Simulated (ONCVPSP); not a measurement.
## Varying the ONCV potential for Os (Z = 76)

Base potential:

ONCVPSP 4.0.1 input, shortened (lines: element, Z, core and valence counts, functional; n l f; lmax; l rc ep ncon nbas qcut; lloc lpopt rc5 dvloc0; l nproj debl; icmod fcfact rcfact), LDA (Perdew-Zunger), scalar-relativistic:

```
  Os 76.00   10    4        3      upf
    1    0    2.00
    2    0    2.00
    2    1    6.00
    3    0    2.00
    3    1    6.00
    3    2   10.00
    4    0    2.00
    4    1    6.00
    4    2   10.00
    4    3   14.00
    5    0    2.00
    5    1    6.00
    5    2    6.00
    6    0    2.00
    2
    0    1.55    0.00    3    8    9.70
    1    1.45    0.00    4    8    9.10
    2    2.50    0.00    5   10    7.30
    4    5    1.35    0.00
    0    2    2.40
    1    2    2.20
    2    1    2.00
    3    5.75    1.30
```

All-electron outer shells of the reference configuration (LDA (Perdew-Zunger), scalar-relativistic, ld1.x):

```
shell  level (eV)  outermost node (bohr)  outermost maximum (bohr)
   5s      -91.84                   0.51                      0.91
   4f      -52.30                      –                      0.40
   5p      -51.05                   0.55                      1.03
   5d       -6.46                   0.60                      1.36
   6s       -6.39                   1.20                      2.48
```

Cutoffs, loose and tight: the cutoffs (Ha) at which the residual kinetic energy of the hardest occupied pseudo-wave falls to 1 and 0.1 mHa per electron. They do not see the model core or the augmentation charge, which bear on the density cutoff. Test errors are all-electron minus pseudo excitation energies from the reference, over the configurations 5s2 5p6 5d6 6s1; 5s2 5p6 5d6 6s0; 5s2 5p6 5d5 6s0; 5s2 5p6 5d5 6s2 6p1. A dash means not determined; rows that change the core or the reference have their own tests.

```tsv
change	outcome	cutoff, loose	cutoff, tight	bound ghosts	GHOST(+) flags above zero	largest test error (meV)
base	generated	30 Ha	36 Ha	none	s	-14
d: rc 2.96	generated	30 Ha	36 Ha	none	s	-26
p: nbas 7	generated	31 Ha	36 Ha	none	s	-15
core correction Teter function, fcfact 5.75, rcfact 1.54	generated	30 Ha	36 Ha	none	s	-19
p: qcut 7.4	generated	30 Ha	55 Ha	none	s	-14
all radii but the core radius scaled by about 0.77 (s 1.20, p 1.12, d 1.94 bohr); local potential polynomial inside 1.04 bohr (lpopt 5, dvloc0 0 Ha)	failed: ERROR pspot: first pseudo wave function has node, program will stop	–	–	–	–	–
s: qcut 12.3; p: qcut 11.5; d: qcut 9.2	failed: ERROR pspot: first pseudo wave function has node, program will stop	–	–	–	–	–
local potential polynomial inside 1.35 bohr (lpopt 5, dvloc0 9 Ha)	generated	30 Ha	36 Ha	none	none	-17
reference 5s2 5p6 5d6 6s1.5	generated	30 Ha	36 Ha	none	s	-7.6
functional PBEsol	generated	30 Ha	36 Ha	none	s	-15
p: ncon 3, nbas 7	generated	30 Ha	35 Ha	none	s	-14
s: rc 1.6	generated	30 Ha	36 Ha	none	s	-15
```
